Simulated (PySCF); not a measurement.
Nickel: a sound run and one with changed settings

Sound run: Ni [Ar] 3d8 4s2, Ni⁺ [Ar] 3d9. Computed with PySCF 2.14 in Sapporo-DKH3-DZP-2012, with the spin-free X2C one-electron Hamiltonian (Gaussian nucleus). In the sound run the correlated levels freeze [Ar]. The sound run starts from symmetry-adapted Hartree-Fock orbitals and uses a fine grid where one is needed.

Changed run: the non-relativistic Hamiltonian (point nucleus). This setting is unsound on purpose.

```csv
species,method,sound run (hartree),changed run (hartree),converged
Ni,UHF,-1519.06272,-1500.81649,yes
Ni,MN15,-1521.45742,-1503.24861,yes
Ni,BP86,-1520.78485,-1502.54449,yes
Ni,MP2,-1519.32764,-1501.07497,yes
Ni⁺,UHF,-1518.76182,-1500.54399,yes
Ni⁺,MN15,-1521.21271,-1503.03690,yes
Ni⁺,BP86,-1520.49733,-1502.28906,yes
Ni⁺,MP2,-1519.07306,-1500.85076,yes
```

Ionisation energy of Ni:

| method | sound run (eV) | changed run (eV) |
| --- | --- | --- |
| UHF | 8.188 | 7.415 |
| MN15 | 6.659 | 5.761 |
| BP86 | 7.824 | 6.950 |
| MP2 | 6.927 | 6.101 |
| SCS-MP2 | 7.158 | 6.342 |

Most of the change in total energy is the relativistic energy itself. On top of that the contraction fixes the core shape for the Hamiltonian it was made with, so the changed run is not a good calculation with the other Hamiltonian either.

For comparison, NIST gives 7.640 eV between the lowest levels.
